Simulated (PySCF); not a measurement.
Molecule: SMILES C=C(C)c1cn[n-]c1, [C₆H₇N₂]-.

Cartesian coordinates in Å; atom numbers follow the order of the lines, from 1:
```xyz
15

C    -1.0141    1.5995   -0.7705
C    -0.5285    0.3540   -0.6806
C    -1.0465   -0.7174   -1.6073
C     0.4776   -0.0492    0.2600
C     1.0610   -1.3197    0.4394
N     1.9575   -1.3011    1.4136
N     2.0101   -0.0484    1.9142
C     1.1471    0.7018    1.2480
H    -0.6705    2.3914   -0.1266
H    -1.7730    1.8680   -1.4931
H    -0.2309   -1.1283   -2.2036
H    -1.4820   -1.5359   -1.0329
H    -1.8074   -0.3188   -2.2802
H     0.8658   -2.2360   -0.1009
H     1.0294    1.7480    1.4930
```

Total charge -1.

Frames of a GFN2-xTB Langevin trajectory at 300 K; GIAO PBE0/pcSseg-1 shieldings in PySCF 2.14.0 with density-fitted response routines, gas phase, non-relativistic; equivalent atoms averaged within each frame.

Chemical shifts δ = σref − σ; TMS for 13C (186.93 ppm) and 1H (31.72 ppm); 15N (267.73 ppm) against NH3, all at this level. The references are static minima.

How do the shifts (ppm) fluctuate along the trajectory?

Answers


```
         time (fs)     C2     C8     C5     C4    C1    C3     N7     N6   H14   H15
               250  154.7  141.7  134.6  126.4  86.9  22.6  383.7  370.7  7.68  7.60
               425  147.6  142.2  134.8  133.1  94.4  27.9  384.2  386.8  7.77  7.48
               625  146.9  139.7  140.7  129.2  88.9  22.1  390.5  393.2  7.95  7.74
               800  148.5  145.6  138.4  114.9  91.0  35.7  395.3  410.1  7.63  7.69
              1000  147.9  140.9  137.9  127.8  87.6  23.8  379.5  354.7  7.23  7.70
    mean of frames  149.1  142.0  137.3  126.3  89.8  26.4  386.7  383.1  7.65  7.64
standard deviation    3.2    2.2    2.6    6.9   3.0   5.7    6.2   21.3  0.26  0.10
```

5 frames give an uncertainty of the mean of about the standard deviation over 2.2 at best, since frames this close in time may not be independent; classical motion lacks zero-point vibration, and the reference would need the same averaging.
